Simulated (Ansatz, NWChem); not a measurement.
## Worked example: the enthalpy of formation of CH2I2 (diiodomethane)

CH2I2 has 5 atoms, charge 0, and is taken as a singlet. SMILES: `ICI`. Geometry: relaxed at PBE0-D4/def2-TZVP.

Total energies at MP2/def2-SVP (core potential), 9 core orbitals frozen (NWChem 7.3.0); the atoms run unrestricted:

```tsv
species	state	energy (Eh)
CH2I2	singlet	-632.672195
I	doublet	-296.746959
C	triplet	-37.695318
H	doublet	-0.499278
```

Harmonic wavenumbers at PBE0-D4/def2-TZVP, in cm⁻¹: 118, 507, 606, 728, 1063, 1140, 1409, 3149, 3238.

Measured heats of formation of the gaseous atoms at 298.15 K, in kJ/mol: I 106.8, C 716.9, H 218.0. Spin-orbit lowering of the atoms at 298 K (mean of the ground term's levels less their thermal mean, from spectra), in kJ/mol: I 30.32, C 0.02. Take 1 Eh = 2625.50 kJ/mol, 1 cm⁻¹ = 0.0119627 kJ/mol, RT = 2.479 kJ/mol.

Task: Work out the heat of formation of the gas at 298 K.

Result: 
1. Electronic atomisation energy: 2 × (-296.746959) + (-37.695318) + 2 × (-0.499278) − (-632.672195) = 0.484403 Eh = 1271.8 kJ/mol.
2. Zero-point energy: half the sum of the wavenumbers, 5979 cm⁻¹ = 71.5 kJ/mol.
3. Thermal vibrational enthalpy, Σ hcν̃/(exp(hcν̃/kT) − 1): 3.2 kJ/mol. Translation, rotation and pV of a non-linear molecule: 4 RT = 9.9 kJ/mol.
4. The 5 free atoms carry 5/2 RT each: 31.0 kJ/mol.
5. Spin-orbit coupling lowers the free atoms by 2 × 30.32 + 0.02 = 60.7 kJ/mol.
6. Atomisation enthalpy at 298 K: 1271.8 − 60.7 − 71.5 − 3.2 − 9.9 + 31.0 = 1157.5 kJ/mol.
7. Sum of the atoms' heats of formation: 1366.5 kJ/mol. Heat of formation: 1366.5 − 1157.5 = +209.0 kJ/mol.

The tabulated value is +119.5 kJ/mol (CRC Handbook of Chemistry and Physics; in doubt: it may be an older value or an estimate), so this level is off by +89.5 kJ/mol, or 7.2 % of the atomisation enthalpy that the table implies (1246.9 kJ/mol). Perturbation theory converges slowly with the basis for atomisation. A double-zeta basis underbinds. Anharmonicity and any spin-orbit splitting of the molecule are left out, and so is core correlation.
